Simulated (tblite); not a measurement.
Species: C3H13BO2Si3.
SMILES with atom numbers: `[CH3:1][BH:2][C@@H:3]1[CH2:4][SiH2:5][O:6][Si@@H:7]1[O:8][SiH3:9]` (hydrogens: H10, H11, H12 on C1; H13 on B2; H14 on C3; H15, H16 on C4; H17, H18 on Si5; H19 on Si7; H20, H21, H22 on Si9)

Computed with GFN2-xTB (tblite), gas phase: L-BFGS steps from a force-field or distance-geometry start until the largest atomic force falls under 0.01 eV/Å.

Step 16: E = -756.1495 eV
```
atom  x, y, z in Å  |  force x, y, z in eV/Å
C1     -2.8074   -1.2046   -0.6881   -0.044   0.062  -0.024
B2     -1.3079   -1.2289   -0.1766   -0.191  -0.070  -0.254
C3     -0.5732   -0.0419    0.5291    0.040  -0.139   0.033
C4     -1.2480    1.3388    0.5770   -0.075   0.167  -0.129
Si5    -0.1783    2.5617   -0.4426    0.227   0.026  -0.067
O6      0.8598    1.4877   -1.1387    0.203   0.092   0.121
Si7     1.1949    0.3708   -0.0236    0.172   0.002   0.002
O8      2.1391   -0.8089   -0.5685    0.066  -0.068   0.005
Si9     3.3474   -1.5429    0.2328    0.006  -0.040   0.046
H10    -3.3436   -0.2782   -0.4925   -0.013   0.014  -0.066
H11    -3.4092   -2.0057   -0.2543    0.187  -0.018   0.103
H12    -2.8567   -1.3899   -1.7625    0.123   0.088   0.014
H13    -0.7379   -2.2490   -0.2882    0.090  -0.013   0.107
H14    -0.4366   -0.4323    1.5361   -0.080  -0.021   0.354
H15    -1.3957    1.6427    1.6101    0.140   0.223   0.118
H16    -2.2480    1.2791    0.1650   -0.255   0.031  -0.145
H17     0.6498    3.4343    0.4126   -0.260  -0.113  -0.025
H18    -0.5423    3.2671   -1.6548   -0.330   0.024  -0.002
H19     1.9472    1.0519    1.0391   -0.054  -0.064   0.045
H20     4.4956   -0.6434    0.2863    0.025  -0.040  -0.095
H21     3.5065   -2.7734   -0.5064    0.078  -0.123  -0.180
H22     2.9339   -1.8158    1.6079   -0.055  -0.019   0.039
```

Step 17: E = -756.1759 eV
```
atom  x, y, z in Å  |  force x, y, z in eV/Å
C1     -2.8055   -1.1969   -0.6921   -0.038  -0.008  -0.013
B2     -1.3128   -1.2313   -0.1736   -0.063   0.006  -0.223
C3     -0.5835   -0.0427    0.5306    0.214  -0.044   0.102
C4     -1.2474    1.3432    0.5748   -0.109   0.143  -0.147
Si5    -0.1788    2.5584   -0.4621    0.126   0.023   0.094
O6      0.8758    1.4859   -1.1281    0.163   0.128   0.106
Si7     1.1922    0.3759   -0.0005    0.218  -0.007   0.017
O8      2.1393   -0.7938   -0.5578    0.133  -0.147   0.012
Si9     3.3484   -1.5528    0.2180    0.094  -0.059   0.174
H10    -3.3521   -0.2757   -0.4961    0.044  -0.007  -0.094
H11    -3.3948   -2.0025   -0.2550    0.091  -0.066   0.102
H12    -2.8446   -1.3905   -1.7647    0.075   0.111  -0.008
H13    -0.7305   -2.2472   -0.2763    0.013   0.000   0.091
H14    -0.4491   -0.4197    1.5437   -0.096  -0.068   0.327
H15    -1.3833    1.6434    1.6131    0.115   0.254   0.001
H16    -2.2477    1.2808    0.1643   -0.278   0.068  -0.096
H17     0.6132    3.4456    0.4096   -0.208  -0.097  -0.046
H18    -0.5549    3.2565   -1.6734   -0.301   0.002  -0.035
H19     1.9462    1.0577    1.0658   -0.111  -0.102  -0.004
H20     4.5143   -0.6644    0.2927   -0.090  -0.114  -0.143
H21     3.4950   -2.7813   -0.5394    0.049   0.004  -0.106
H22     2.9500   -1.8291    1.6058   -0.039  -0.020  -0.110
```

Q: Estimate the geometry and energy of step 18. (The exact step hangs on the optimiser's Hessian estimate; all steps are aligned on step 17, rigid shifts and turns removed.)

A: E = -756.2002 eV, largest force 0.321 eV/Å
```
atom  x, y, z in Å  |  force x, y, z in eV/Å
C1     -2.8051   -1.1899   -0.6961   -0.002  -0.074  -0.003
B2     -1.3177   -1.2331   -0.1767    0.131   0.110  -0.086
C3     -0.5893   -0.0450    0.5342    0.267   0.081   0.158
C4     -1.2488    1.3489    0.5699   -0.097   0.038  -0.113
Si5    -0.1751    2.5549   -0.4774   -0.049   0.013   0.139
O6      0.8941    1.4864   -1.1191    0.125   0.133   0.097
Si7     1.1935    0.3776    0.0161    0.187  -0.042   0.016
O8      2.1400   -0.7877   -0.5513    0.165  -0.179   0.030
Si9     3.3495   -1.5620    0.2090    0.146  -0.102   0.204
H10    -3.3592   -0.2730   -0.5003    0.077  -0.023  -0.103
H11    -3.3787   -2.0012   -0.2520   -0.001  -0.087   0.073
H12    -2.8335   -1.3882   -1.7667    0.009   0.106  -0.041
H13    -0.7237   -2.2457   -0.2654   -0.067   0.014   0.054
H14    -0.4614   -0.4095    1.5564   -0.117  -0.074   0.196
H15    -1.3689    1.6498    1.6144    0.068   0.249  -0.166
H16    -2.2518    1.2844    0.1598   -0.199   0.096  -0.004
H17     0.5812    3.4492    0.4091   -0.118  -0.033  -0.025
H18    -0.5766    3.2509   -1.6838   -0.239  -0.049  -0.020
H19     1.9452    1.0584    1.0856   -0.125  -0.116  -0.017
H20     4.5255   -0.6798    0.2942   -0.153  -0.155  -0.169
H21     3.4918   -2.7893   -0.5646    0.023   0.125  -0.023
H22     2.9583   -1.8366    1.6042   -0.030  -0.031  -0.195
```

The energy changes by -0.0243 eV. The first-order estimate −F·Δx gives -0.0336 eV and the mean of the old and new forces, exact on a quadratic surface, -0.0243 eV. The step makes an angle of 64° with the force vector and moves no atom by more than 0.032 Å.

What follows is the cost of the whole relaxation. Hardware: an Intel Xeon Platinum 8259CL at 2.50 GHz with one thread, on a shared host. Cost: 4.4 s wall.
